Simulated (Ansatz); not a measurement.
A first, cheap relaxation of C3H5F3O4S (`O=S(=O)(OCCO)C(F)(F)F`).

```yaml
crystal:
  periodic: [false, false, false]
  atoms:
    - {symbol: O, position_ang: [2.049800, -0.691200, -1.325600]}
    - {symbol: S, position_ang: [1.467400, -0.676000, 0.014800]}
    - {symbol: O, position_ang: [2.136300, 0.023200, 1.070400]}
    - {symbol: O, position_ang: [0.030600, -0.042200, -0.058300]}
    - {symbol: C, position_ang: [-0.154400, 1.330300, -0.367100]}
    - {symbol: C, position_ang: [-1.628000, 1.686700, -0.557800]}
    - {symbol: O, position_ang: [-2.327400, 1.478600, 0.658400]}
    - {symbol: C, position_ang: [1.080800, -2.374300, 0.512800]}
    - {symbol: F, position_ang: [0.362600, -2.409600, 1.742600]}
    - {symbol: F, position_ang: [0.251800, -3.014200, -0.376400]}
    - {symbol: F, position_ang: [2.134400, -3.176600, 0.703200]}
    - {symbol: H, position_ang: [0.427200, 1.581500, -1.240600]}
    - {symbol: H, position_ang: [0.197200, 1.934700, 0.478300]}
    - {symbol: H, position_ang: [-1.772700, 2.727100, -0.840200]}
    - {symbol: H, position_ang: [-2.075700, 1.011800, -1.316800]}
    - {symbol: H, position_ang: [-2.202700, 0.587600, 0.946700]}
basis:
  gaussian: {orbitals: def2-SVP}
hamiltonian: {xc: pbe, dispersion: d4}
relax: {f_tol: 0.03, max_steps: 200}
```

```sh
$ ansatz run in.yaml --threads 4 --pin off --events-out ev --progress --plain --backend cuda
```

Shortened log:

```
Functional definition: PBE
  name "PBE"
  cite "Perdew, Burke & Ernzerhof, Phys. Rev. Lett. 77, 3865 (1996) doi:10.1103/PhysRevLett.77.3865"
  parent pbe
  parameter kappa = 0.804
  parameter beta = 0.06672455060314922
  exchange = pbe_x(kappa = kappa, mu = beta*pi^2/3)
  correlation = pbe_c(beta = beta)
mean field -30320.60347223 eV, -1114.2616255612 hartree, gradient 2.9e-5 eV, S^2 0.000000; 0 other end points of the search recorded, 0 dependent functions left out
the calculation of the forces begins
relax step   1: F+E_penalty+E_count = -30321.03053348 eV  Δ(F+E_penalty+E_count) = +0.000e0 eV  max|allowed force component| = 3.730e0 eV/Å  Δτ_max = 0.0000 Å  (34 SCF iters, accepted)
these checks for a lower state are left out or cut short: starts, cluster_reference, orbital_swaps, neighbouring_geometries, increment
mean field -30321.19225297 eV, -1114.2832628543 hartree, gradient 1.8e-5 eV, S^2 0.000000; 0 other end points of the search recorded, 0 dependent functions left out
the calculation of the forces begins
relax step   2: F+E_penalty+E_count = -30321.62281079 eV  Δ(F+E_penalty+E_count) = -5.923e-1 eV  max|allowed force component| = 1.631e0 eV/Å  Δτ_max = 0.1174 Å  (32 SCF iters, accepted)
these checks for a lower state are left out or cut short: starts, cluster_reference, orbital_swaps, neighbouring_geometries, increment
mean field -30321.37099279 eV, -1114.2898314218 hartree, gradient 1.0e-5 eV, S^2 0.000000; 0 other end points of the search recorded, 0 dependent functions left out
the calculation of the forces begins
relax step   3: F+E_penalty+E_count = -30321.80092665 eV  Δ(F+E_penalty+E_count) = -1.781e-1 eV  max|allowed force component| = 7.280e-1 eV/Å  Δτ_max = 0.0706 Å  (33 SCF iters, accepted)
these checks for a lower state are left out or cut short: starts, cluster_reference, orbital_swaps, neighbouring_geometries, increment
mean field -30321.38954363 eV, -1114.2905131526 hartree, gradient 2.5e-5 eV, S^2 0.000000; 0 other end points of the search recorded, 0 dependent functions left out
the calculation of the forces begins
relax step   4: F+E_penalty+E_count = -30321.81767998 eV  Δ(F+E_penalty+E_count) = -1.675e-2 eV  max|allowed force component| = 2.949e-1 eV/Å  Δτ_max = 0.0257 Å  (34 SCF iters, accepted)
these checks for a lower state are left out or cut short: starts, cluster_reference, orbital_swaps, neighbouring_geometries, increment
mean field -30321.39299384 eV, -1114.2906399452 hartree, gradient 2.4e-5 eV, S^2 0.000000; 0 other end points of the search recorded, 0 dependent functions left out
the calculation of the forces begins
relax step   5: F+E_penalty+E_count = -30321.82121102 eV  Δ(F+E_penalty+E_count) = -3.531e-3 eV  max|allowed force component| = 5.580e-2 eV/Å  Δτ_max = 0.0236 Å  (33 SCF iters, accepted)
these checks for a lower state are left out or cut short: starts, cluster_reference, orbital_swaps, neighbouring_geometries, increment
mean field -30321.39405199 eV, -1114.2906788314 hartree, gradient 2.2e-5 eV, S^2 0.000000; 0 other end points of the search recorded, 0 dependent functions left out
the calculation of the forces begins
relax step   6: F+E_penalty+E_count = -30321.82276300 eV  Δ(F+E_penalty+E_count) = -1.552e-3 eV  max|allowed force component| = 5.629e-2 eV/Å  Δτ_max = 0.0256 Å  (33 SCF iters, accepted)
these checks for a lower state are left out or cut short: starts, cluster_reference, orbital_swaps, neighbouring_geometries, increment
mean field -30321.39481030 eV, -1114.2907066990 hartree, gradient 2.4e-5 eV, S^2 0.000000; 0 other end points of the search recorded, 0 dependent functions left out
the calculation of the forces begins
relax step   7: F+E_penalty+E_count = -30321.82406564 eV  Δ(F+E_penalty+E_count) = -1.303e-3 eV  max|allowed force component| = 5.705e-2 eV/Å  Δτ_max = 0.0374 Å  (32 SCF iters, accepted)
[...]
relax step  31: F+E_penalty+E_count = -30321.92073350 eV  Δ(F+E_penalty+E_count) = -3.890e-3 eV  max|allowed force component| = 1.291e-1 eV/Å  Δτ_max = 0.1805 Å  (31 SCF iters, accepted)
these checks for a lower state are left out or cut short: starts, cluster_reference, orbital_swaps, neighbouring_geometries, increment
mean field -30321.46849466 eV, -1114.2934145491 hartree, gradient 8.0e-6 eV, S^2 0.000000; 0 other end points of the search recorded, 0 dependent functions left out
the calculation of the forces begins
relax step  32: F+E_penalty+E_count = -30321.92096714 eV  Δ(F+E_penalty+E_count) = -2.336e-4 eV  max|allowed force component| = 3.409e-1 eV/Å  Δτ_max = 0.1956 Å  (40 SCF iters, accepted)
these checks for a lower state are left out or cut short: starts, cluster_reference, orbital_swaps, neighbouring_geometries, increment
mean field -30321.47762428 eV, -1114.2937500564 hartree, gradient 7.6e-6 eV, S^2 0.000000; 0 other end points of the search recorded, 0 dependent functions left out
the calculation of the forces begins
relax step  33: F+E_penalty+E_count = -30321.93106830 eV  Δ(F+E_penalty+E_count) = -1.010e-2 eV  max|allowed force component| = 1.664e-1 eV/Å  Δτ_max = 0.0249 Å  (34 SCF iters, accepted)
these checks for a lower state are left out or cut short: starts, cluster_reference, orbital_swaps, neighbouring_geometries, increment
mean field -30321.48333609 eV, -1114.2939599617 hartree, gradient 1.1e-5 eV, S^2 0.000000; 0 other end points of the search recorded, 0 dependent functions left out
the calculation of the forces begins
relax step  34: F+E_penalty+E_count = -30321.93885242 eV  Δ(F+E_penalty+E_count) = -7.784e-3 eV  max|allowed force component| = 1.027e-1 eV/Å  Δτ_max = 0.1132 Å  (32 SCF iters, accepted)
these checks for a lower state are left out or cut short: starts, cluster_reference, orbital_swaps, neighbouring_geometries, increment
mean field -30321.48443025 eV, -1114.2940001714 hartree, gradient 7.0e-6 eV, S^2 0.000000; 0 other end points of the search recorded, 0 dependent functions left out
the calculation of the forces begins
relax step  35: F+E_penalty+E_count = -30321.94301427 eV  Δ(F+E_penalty+E_count) = -4.162e-3 eV  max|allowed force component| = 2.599e-1 eV/Å  Δτ_max = 0.1908 Å  (40 SCF iters, accepted)
these checks for a lower state are left out or cut short: starts, cluster_reference, orbital_swaps, neighbouring_geometries, increment
mean field -30321.48833920 eV, -1114.2941438226 hartree, gradient 2.7e-5 eV, S^2 0.000000; 0 other end points of the search recorded, 0 dependent functions left out
the calculation of the forces begins
relax step  36: F+E_penalty+E_count = -30321.94670742 eV  Δ(F+E_penalty+E_count) = -3.693e-3 eV  max|allowed force component| = 8.877e-2 eV/Å  Δτ_max = 0.0260 Å  (34 SCF iters, accepted)
these checks for a lower state are left out or cut short: starts, cluster_reference, orbital_swaps, neighbouring_geometries, increment
mean field -30321.48965982 eV, -1114.2941923544 hartree, gradient 7.6e-6 eV, S^2 0.000000; 0 other end points of the search recorded, 0 dependent functions left out
the calculation of the forces begins
relax step  37: F+E_penalty+E_count = -30321.94770322 eV  Δ(F+E_penalty+E_count) = -9.958e-4 eV  max|allowed force component| = 5.634e-2 eV/Å  Δτ_max = 0.0337 Å  (34 SCF iters, accepted)
these checks for a lower state are left out or cut short: starts, cluster_reference, orbital_swaps, neighbouring_geometries, increment
mean field -30321.48970807 eV, -1114.2941941277 hartree, gradient 6.9e-6 eV, S^2 0.000000; 0 other end points of the search recorded, 0 dependent functions left out
the calculation of the forces begins
relax step  38: F+E_penalty+E_count = -30321.94866717 eV  Δ(F+E_penalty+E_count) = -9.639e-4 eV  max|allowed force component| = 2.227e-2 eV/Å  Δτ_max = 0.0340 Å  (34 SCF iters, accepted)
mean field -30321.48970807 eV, -1114.2941941277 hartree, gradient 1.2e-5 eV, S^2 0.000000; 1 other end points of the search recorded, 0 dependent functions left out
the calculation of the forces begins
Total energy: -30321.94869578 eV, -1114.3110616149 hartree
Atom 0 at     2.125352    -1.517256    -1.456486 Å, force     0.005346    -0.003401     0.002446 eV/Å
Atom 1 at     1.653372    -0.656381    -0.375587 Å, force     0.009923    -0.018848    -0.002516 eV/Å
Atom 2 at     2.509896     0.246593     0.402400 Å, force    -0.002481     0.003213     0.006956 eV/Å
Atom 3 at     0.353093     0.150214    -0.978287 Å, force    -0.000785     0.012382    -0.010910 eV/Å
Atom 4 at    -0.094375     1.365893    -0.308372 Å, force    -0.017390    -0.000439     0.002432 eV/Å
Atom 5 at    -1.614346     1.343049    -0.358082 Å, force     0.009847     0.008996     0.000323 eV/Å
Atom 6 at    -2.152920     0.241200     0.333759 Å, force    -0.012745    -0.004762     0.020648 eV/Å
Atom 7 at     0.756647    -1.777676     0.866108 Å, force     0.016913     0.022272     0.019889 eV/Å
Atom 8 at     0.334827    -1.051195     1.904674 Å, force     0.000097    -0.001107    -0.002666 eV/Å
Atom 9 at    -0.296066    -2.356886     0.269415 Å, force    -0.018795    -0.013345    -0.010687 eV/Å
Atom 10 at     1.603578    -2.716569     1.285109 Å, force     0.000610    -0.006172    -0.006715 eV/Å
Atom 11 at     0.329835     2.240355    -0.844383 Å, force     0.000885    -0.001324    -0.005463 eV/Å
Atom 12 at     0.269218     1.373423     0.738142 Å, force     0.008620     0.001771     0.001520 eV/Å
Atom 13 at    -1.987562     2.265732     0.134654 Å, force    -0.005284     0.007793     0.004716 eV/Å
Atom 14 at    -1.946495     1.386576    -1.423894 Å, force    -0.002248    -0.000454    -0.011347 eV/Å
Atom 15 at    -1.866855    -0.559672    -0.144770 Å, force     0.007486    -0.006574    -0.008625 eV/Å
Dipole moment:    -0.341460     0.286446     0.002730 e Å
```

Hardware: 4 threads of an AMD EPYC 7R13 on a shared host and a share of an NVIDIA H100 80 GB. Wall time 72 s, peak host memory 0.85 GiB.
